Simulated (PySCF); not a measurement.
Compound: TMS, C4H12Si.
SMILES with atom numbers: `[CH3:1][Si:2]([CH3:3])([CH3:4])[CH3:5]` (hydrogens: H6, H7, H8 on C1; H9, H10, H11 on C3; H12, H13, H14 on C4; H15, H16, H17 on C5)

Structure optimised with GFN2-xTB, isolated species.

Task: List the bond lengths and angles at this level.

Result: 
| bond | length (bohr) | order |
| --- | --- | --- |
| C1–Si2 and 3 like bonds | 3.608 | single |
| C1–H6 and 11 like bonds | 2.052 | single |

Bonds in one row agree within 0.02 bohr and their mean is given. Orders are formal, as drawn. A selection of angles:
| angle | degrees |
| --- | --- |
| Si2–C1–H6 | 111.4 |
| H6–C1–H7 | 107.5 |
| C1–Si2–C3 | 109.5 |

All 4 C–Si bonds measure 1.909 Å. Si2 (four-coordinate silicon) is tetrahedral (angles from 109.4° to 109.6°).

Point group: Td (every atom within 0.08 Å of its image). Not checked by GFN2-xTB frequencies.

These are computed values.
